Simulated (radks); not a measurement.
The numbers below are computed, except where a source is named.
Neutral scandium, 21 electrons, occupied as [Ar] 3d1 4s2. Code: a radial shooting solver on a logarithmic mesh with Libxc functionals. Model: non-relativistic Kohn-Sham, PBE, spin-polarised, spherical densities, point nucleus; open shells are filled with parallel spins first. Some entries of the table are withheld. Estimate them.

orbital  occ.  eigenvalue (hartree)  r(max) (bohr)  <r^2> (bohr^2)
1s down     1             -160.6210        0.04836        0.007271
1s up       1             -160.6208        0.04836        0.007271
2s up       1             -17.25616         0.2859          0.1417
2s down     1             -17.24827         0.2859          0.1416
2p up       3             -14.24821         0.2333          0.1176
2p down     3             -14.24216         0.2332          0.1175
3s up       1              -2.01166         0.9328           1.350
3s down     1              -1.98265         0.9325           1.350
3p up       3                   (1)         0.9706           1.615
3p down     3                   (2)         0.9700           1.617
4s up       1              -0.15674          3.112             (3)
4s down     1              -0.14712          3.178             (4)
3d up       1              -0.13419          1.092           4.513
3d down     0              -0.10929          1.094           5.008

Answer. 
(1) 3p up eigenvalue (hartree): -1.24666
(2) 3p down eigenvalue (hartree): -1.21764
(3) 4s up <r^2> (bohr^2): 15.81
(4) 4s down <r^2> (bohr^2): 16.54
